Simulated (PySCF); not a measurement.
H₆NSi₂ (SMILES [SiH2]N[SiH3]), doublet, geometry from GFN2-xTB. Base run: PBE/6-31G* in PySCF.

PySCF was given this input:
```python
from pyscf import gto, scf, dft

mol = gto.M(
    atom='''
Si    1.537702   -0.331450   -0.395989
N     0.165859    0.523254    0.240340
Si   -1.507797    0.090431    0.196521
H     1.221719   -1.751783   -0.390373
H     2.692488    0.057229    0.409819
H     0.357192    1.477928    0.497805
H    -1.633039   -1.253801    0.760172
H    -2.020397    0.092459   -1.178717
H    -2.197636    1.089459    1.011472
''',
    basis='6-31g*',
    charge=0,
    spin=1,
    verbose=4,
)

mf = dft.UKS(mol)
mf.xc = 'pbe'
mf.kernel()
mo_i, mo_e, stable_i, stable_e = mf.stability(internal=True, external=False, return_status=True, nroots=6, tol=1e-6)
print('internally stable:', stable_i, ' externally stable:', stable_e)
if not stable_i:
    umf = mf.copy()
    umf.scf_summary = {}
    umf.kernel(umf.make_rdm1(mo_i, mf.mo_occ))
mf.analyze()
```

The bond that is stretched is that between atoms 6 and 2. A test that says stable can miss a lower solution.

Each row names what was changed in the base input (with any setting that the change needs).

```tsv
change	ΔE vs base (eV)	<S^2>	stability test says
base	0.00	0.751	internally stable (external not tested)
bond × 1.25	0.73	0.751	internally stable (external not tested)
bond × 1.5	2.03	0.751	internally stable (external not tested)
bond × 1.8	3.33	0.799	internally stable (external not tested)
bond × 2.2	3.65	0.757	internally stable (external not tested)
bond × 3.0	3.64	0.750	internally stable (external not tested)
```

On stretching, the SCF can end on different states; <S^2> shows the spin contamination of each.
